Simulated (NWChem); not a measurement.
System: P2H3, doublet; SMILES [PH]P

Input file for NWChem:

```
start job
memory heap 200 mb stack 900 mb global 1100 mb
geometry units angstroms noautosym nocenter noautoz
  P     -0.072652    -1.155214    -0.144790
  P     -0.014256     1.047162    -0.101654
  H      1.367007    -1.225262    -0.020366
  H      0.559747     1.255103     1.205044
  H     -1.373426     1.242830     0.326593
end
basis spherical
  * library 6-31g*
end
dft
  odft
  mult 2
  xc r2scan
  iterations 150
end
task dft gradient
```

NWChem printed, in part:

```
             Northwest Computational Chemistry Package (NWChem) 7.3.0
             --------------------------------------------------------

                             Geometry "geometry" -> ""
                             -------------------------

 Output coordinates in angstroms (scale by  1.889725989 to convert to a.u.)

  No.       Tag          Charge          X              Y              Z
 ---- ---------------- ---------- -------------- -------------- --------------
    1 P                   15.0000    -0.07265200    -1.15521400    -0.14479000
    2 P                   15.0000    -0.01425600     1.04716200    -0.10165400
    3 H                    1.0000     1.36700700    -1.22526200    -0.02036600
    4 H                    1.0000     0.55974700     1.25510300     1.20504400
    5 H                    1.0000    -1.37342600     1.24283000     0.32659300

 Effective nuclear repulsion energy (a.u.)      79.7683272785

                                 NWChem DFT Module
                                 -----------------

 Summary of "ao basis" -> "ao basis" (spherical)
 ------------------------------------------------------------------------------
       Tag                 Description            Shells   Functions and Types
 ---------------- ------------------------------  ------  ---------------------
 P                           6-31g*                  8       18   4s3p1d
 H                           6-31g*                  2        2   2s

            General Information
            -------------------
          SCF calculation type: DFT
          Wavefunction type:  spin polarized.
          No. of atoms     :     5
          No. of electrons :    33
           Alpha electrons :    17
            Beta electrons :    16
          Charge           :     0
          Spin multiplicity:     2
          Use of symmetry is: off; symmetry adaption is: off
          Maximum number of iterations: 150
          AO basis - number of functions:    42
                     number of shells:    22
          Convergence on energy requested:  1.00D-06
          Convergence on density requested:  1.00D-05
          Convergence on gradient requested:  5.00D-04

              XC Information
              --------------
                      r^2SCAN Method XC Functional
               r^2SCAN metaGGA Exchange Functional  1.000
                     r^2SCAN Correlation Potential  1.000

             Grid Information
             ----------------
          Grid used for XC integration:  medium
          Radial quadrature: Mura-Knowles
          Angular quadrature: Lebedev.
          Tag              B.-S. Rad. Rad. Pts. Rad. Cut. Ang. Pts.
          ---              ---------- --------- --------- ---------
          P                   1.00       88           8.0       590
          H                   0.35       45          10.0       434
          Grid pruning is: on
          Number of quadrature shells:   311
          Spatial weights used:  Erf1

      Superposition of Atomic Density Guess
      -------------------------------------

 Sum of atomic energies:        -682.75495135

      Non-variational initial energy
      ------------------------------

 Total energy =    -683.095180
 1-e energy   =   -1103.072312
 2-e energy   =     340.208805
 HOMO         =      -0.162278
 LUMO         =       0.058096

   convergence    iter        energy       DeltaE   RMS-Dens  Diis-err
 ---------------- ----- ----------------- --------- --------- ---------
 d= 0,ls=0.0,diis     1   -684.3450658000 -7.64D+02  8.61D-03  3.48D-02
                                                     6.74D-03  3.35D-02
 d= 0,ls=0.0,diis     2   -684.3609454198 -1.59D-02  5.22D-03  9.53D-03
                                                     4.83D-03  8.57D-03
 d= 0,ls=0.0,diis     3   -684.3644818012 -3.54D-03  2.47D-03  4.75D-03
                                                     2.66D-03  5.01D-03
 d= 0,ls=0.0,diis     4   -684.3684749354 -3.99D-03  6.40D-04  5.03D-04
                                                     6.10D-04  3.79D-04
 d= 0,ls=0.0,diis     5   -684.3688463870 -3.71D-04  1.30D-04  7.56D-06
                                                     1.63D-04  1.01D-05
  Resetting Diis
 d= 0,ls=0.0,diis     6   -684.3688552219 -8.83D-06  6.97D-05  3.16D-06
                                                     5.81D-05  2.45D-06
 d= 0,ls=0.0,diis     7   -684.3688579326 -2.71D-06  2.91D-05  1.76D-07
                                                     2.16D-05  1.46D-07
 d= 0,ls=0.0,diis     8   -684.3688579653 -3.27D-08  1.48D-05  1.68D-07
                                                     1.18D-05  1.64D-07
 d= 0,ls=0.0,diis     9   -684.3688581049 -1.40D-07  5.36D-06  6.56D-09
                                                     2.69D-06  2.57D-09

         Total DFT energy =     -684.368858104928
      One electron energy =    -1104.398868849645
           Coulomb energy =      387.762212828757
    Exchange-Corr. energy =      -47.500529362562
 Nuclear repulsion energy =       79.768327278522

 Numeric. integr. density =       32.999991867435

                    DFT Final Alpha Molecular Orbital Analysis
                    ------------------------------------------

 Vector   15  Occ=1.000000D+00  E=-3.099942D-01
              MO Center=  5.1D-02, -2.9D-01, -2.0D-02, r^2= 3.1D+00
   Bfn.  Coefficient  Atom+Function         Bfn.  Coefficient  Atom+Function
  ----- ------------  ---------------      ----- ------------  ---------------
     7      0.341318  1 P  px                27     -0.317062  2 P  pz
    10     -0.269152  1 P  s                  6     -0.237982  1 P  s
    24      0.218944  2 P  s                 38      0.209803  3 H  s
    28      0.180886  2 P  s                  9     -0.170997  1 P  pz
    40     -0.163512  4 H  s                 37      0.154093  3 H  s

 Vector   16  Occ=1.000000D+00  E=-2.597359D-01
              MO Center= -5.5D-02, -3.1D-01, -3.0D-01, r^2= 3.3D+00
   Bfn.  Coefficient  Atom+Function         Bfn.  Coefficient  Atom+Function
  ----- ------------  ---------------      ----- ------------  ---------------
    26     -0.338663  2 P  py                 8      0.329099  1 P  py
     9      0.323174  1 P  pz                10     -0.281543  1 P  s
    30     -0.194564  2 P  py                13      0.187263  1 P  pz
    27      0.172950  2 P  pz                 7      0.165327  1 P  px
     6     -0.151871  1 P  s                 31      0.140865  2 P  pz

 Vector   17  Occ=1.000000D+00  E=-2.078245D-01
              MO Center=  3.3D-04, -3.7D-01, -1.2D-01, r^2= 3.3D+00
   Bfn.  Coefficient  Atom+Function         Bfn.  Coefficient  Atom+Function
  ----- ------------  ---------------      ----- ------------  ---------------
     9      0.562742  1 P  pz                13      0.390877  1 P  pz
    27     -0.250160  2 P  pz                28      0.242472  2 P  s
     5     -0.208297  1 P  pz                24      0.186858  2 P  s
    40     -0.180328  4 H  s                 26      0.154401  2 P  py
    31     -0.144024  2 P  pz                 8     -0.120755  1 P  py

 Vector   18  Occ=0.000000D+00  E=-2.760173D-02
              MO Center= -2.4D-02, -9.8D-02, -1.1D-01, r^2= 4.5D+00
   Bfn.  Coefficient  Atom+Function         Bfn.  Coefficient  Atom+Function
  ----- ------------  ---------------      ----- ------------  ---------------
    12      0.880057  1 P  py                30      0.881476  2 P  py
    28     -0.667400  2 P  s                 10      0.605615  1 P  s
     8      0.466153  1 P  py                26      0.442281  2 P  py
    38      0.191868  3 H  s                 24     -0.171409  2 P  s
    42     -0.172143  5 H  s                  4     -0.163962  1 P  py

 Vector   19  Occ=0.000000D+00  E= 2.437399D-03
              MO Center= -2.0D-02,  1.0D+00, -4.3D-02, r^2= 3.1D+00
   Bfn.  Coefficient  Atom+Function         Bfn.  Coefficient  Atom+Function
  ----- ------------  ---------------      ----- ------------  ---------------
    40      0.954700  4 H  s                 29     -0.865572  2 P  px
    42     -0.760733  5 H  s                 31     -0.515482  2 P  pz
    25     -0.424855  2 P  px                27     -0.253291  2 P  pz
    30     -0.207919  2 P  py                10     -0.185238  1 P  s
    39      0.183931  4 H  s                 12     -0.156983  1 P  py

 Vector   20  Occ=0.000000D+00  E= 1.510448D-02
              MO Center=  1.3D-01, -4.9D-01, -7.1D-02, r^2= 4.2D+00
   Bfn.  Coefficient  Atom+Function         Bfn.  Coefficient  Atom+Function
  ----- ------------  ---------------      ----- ------------  ---------------
    38      1.167702  3 H  s                 11     -0.910317  1 P  px
    10     -0.604163  1 P  s                 42      0.607141  5 H  s
    29      0.455969  2 P  px                 7     -0.406757  1 P  px
    40      0.378745  4 H  s                 31     -0.362825  2 P  pz
    30     -0.343251  2 P  py                 6     -0.312573  1 P  s

                     DFT Final Beta Molecular Orbital Analysis
                     -----------------------------------------

[...]

                         DFT ENERGY GRADIENTS

    atom               coordinates                        gradient
                 x          y          z           x          y          z
   1 P      -0.137292  -2.183038  -0.273613   -0.007401  -0.002400  -0.000490
   2 P      -0.026940   1.978849  -0.192098    0.004781   0.000743  -0.007731
   3 H       2.583269  -2.315409  -0.038486    0.006247   0.000812   0.000666
   4 H       1.057768   2.371801   2.277203    0.002862   0.000682   0.005750
   5 H      -2.595399   2.348608   0.617171   -0.006490   0.000163   0.001806
```

Level: r2SCAN/6-31G* (spherical d), spin-unrestricted. The geometry was optimised at PBE-D3(BJ)/def2-SVP, spin-unrestricted. No stability test was run on the SCF state.
